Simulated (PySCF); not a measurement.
Geometry (Å), atoms numbered from 1 in this order:
```xyz
7

Os    0.000    0.000    0.000
O    -0.016   -0.006    1.728
O     0.015    0.006   -1.728
Cl    2.436    0.006    0.021
Cl   -2.437   -0.005   -0.021
Cl    0.000    2.436    0.009
Cl    0.001   -2.437   -0.009
```

Total charge -2.

Geometry: PBE0-D3(BJ)/def2-SVP; GIAO absolute shieldings from PySCF 2.14.0 with density-fitted response routines, gas phase, scalar relativity only through the core potential, averaged over equivalent atoms.

At PBE0/pcSseg-1 (def2-TZVP on Os) (170 basis functions, 42 s wall time on 1 thread of an Arm Neoverse V1, shared host):
```csv
atoms,σ (ppm)
O2/O3,-309.8
Cl4/Cl5/Cl6/Cl7,984.9
```

Task: Predict the values at wB97X-D/pcSseg-1 (def2-TZVP on Os) on the same geometry.

Result: 
```csv
atoms,σ at wB97X-D/pcSseg-1 (def2-TZVP on Os),change
O2/O3,-298.9,+10.9
Cl4/Cl5/Cl6/Cl7,1024.9,+40.0
```

The largest change is at Cl4/Cl5/Cl6/Cl7 (chlorine bonded to Os). Cost: 170 basis functions, 48 s wall time on 1 thread of an Arm Neoverse V1, shared host.

Os is described by an effective core potential, so it has no shielding of its own here; spin–orbit effects on the atoms bonded to it, which can be large, are absent, and the values of these neighbours are rough.
